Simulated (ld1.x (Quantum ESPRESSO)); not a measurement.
# silicon (Si): excitation energies, all-electron against ultrasoft

| Quantity | Value |
| --- | --- |
| Element | Si (Z = 14) |
| Generator | ld1.x (Quantum ESPRESSO) 7.5 |
| Type | ultrasoft |
| Functional | PBE |
| Relativity | scalar-relativistic |
| Frozen core | [Ne] |
| Valence charge | 4 |
| Reference configuration | 3s2 3p1 (charge +1) |
| Partial waves | 3s (bound): rcut 1.25, rcutus 1.65 bohr; 3s channel at -0.55 Ry: rcut 1.25, rcutus 1.65 bohr; 3p (bound): rcut 1.60, rcutus 2.15 bohr; 3p channel at 0.2 Ry: rcut 1.60, rcutus 2.15 bohr |
| Local potential | all-electron potential smoothed inside 1.65 bohr (lloc = -1) |
| Core correction | none |
| Augmentation charge | PSQ, inside the norm-conserving radii |

Energies are relative to the spin-unpolarised reference configuration 3s2 3p1; without spin polarisation the order of configurations can differ from experiment.

Problem. Give the all-electron excitation energy and the error of the potential for: 3s2 3p2; 3s2 3p0; 3s1 3p0; 3s2 3p1.5; 3s0 3p4; 3s1 3p2; 3s2 3p2.3.

Solution.

| valence configuration | charge | ΔE all-electron (eV) | error AE − PS (meV) |
| --- | --- | --- | --- |
| 3s2 3p2 | 0 | -7.740 | -2.7 |
| 3s2 3p0 | +2 | 15.993 | -9.7 |
| 3s1 3p0 | +3 | 49.964 | +26 |
| 3s2 3p1.5 | +0.5 | -4.819 | -0.8 |
| 3s0 3p4 | 0 | 6.038 | +41 |
| 3s1 3p2 | +1 | 7.431 | +1.8 |
| 3s2 3p2.3 | -0.3 | -8.670 | -3.7 |

Levels in the configuration 3s2 3p2:

```json
{"level": "3s", "all-electron (eV)": "-10.813", "pseudo (eV)": "-10.812"}
{"level": "3p", "all-electron (eV)": "-4.081", "pseudo (eV)": "-4.077"}
```
